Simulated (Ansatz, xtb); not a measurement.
## C8H10: which of two isomers lies lower

Structure a: `Cc1cccc(C)c1`, a singlet. Structure b: `Cc1ccccc1C`, a singlet. Both are isolated molecules in the gas phase, relaxed with PBE-D3(BJ)/def2-SVP.

Quicker runs give these differences E(b) − E(a): GFN2-xTB +0.16 kcal/mol; HF/STO-3G +0.56 kcal/mol (at GFN2-xTB geometries); r2SCAN-D4/def2-SVP −0.39 kcal/mol (at GFN2-xTB geometries).

**Question.** Which of the two would you expect CCSD(T)/def2-SVP + ΔMP2/def2-TZVPP electronic energies to favour?

**Answer.** Too close to call at this level: CCSD(T)/def2-SVP + ΔMP2/def2-TZVPP gives E(b) − E(a) = −0.28 kcal/mol.

How the difference moves with the method:

```
                             level             geometry  E(b) − E(a) (kcal/mol)  departure from the last row (kcal/mol)  job, with rough time for the two
                          GFN2-xTB             GFN2-xTB                     +0.16                                   +0.44              optimisation, 0.17 s
                         HF/STO-3G             GFN2-xTB                     +0.56                                   +0.83              single point, 0.58 s
                r2SCAN-D4/def2-SVP             GFN2-xTB                     −0.39                                   −0.11               single point, 7.2 s
               PBE-D3(BJ)/def2-SVP  PBE-D3(BJ)/def2-SVP                     −0.47                                   −0.19                optimisation, 17 s
                       HF/def2-SVP  PBE-D3(BJ)/def2-SVP                     +0.76                                   +1.03           part of the CCSD(T) run
                      MP2/def2-SVP  PBE-D3(BJ)/def2-SVP                     −0.25                                   +0.03           part of the CCSD(T) run
                  CCSD(T)/def2-SVP  PBE-D3(BJ)/def2-SVP                     −0.03                                   +0.24                      single point
CCSD(T)/def2-SVP + ΔMP2/def2-TZVPP  PBE-D3(BJ)/def2-SVP                     −0.28                                                        single point, 88 s
```

As drawn, both hold the same kinds of bond in the same numbers.

The largest departure from CCSD(T)/def2-SVP + ΔMP2/def2-TZVPP is that of HF/def2-SVP, 1.03 kcal/mol. A small imaginary or near-zero mode remains, so no thermal terms are given. The last row adds to CCSD(T) the change of the MP2 difference between the two basis sets, here −0.24 kcal/mol.

The correlated steps freeze 8 core orbitals. Programs: Ansatz 0.2.0, xtb 6.7.1; the last row on 4 threads of Intel(R) Xeon(R) Platinum 8259CL CPU @ 2.50GHz (Skylake/Cascade Lake) on a shared host.
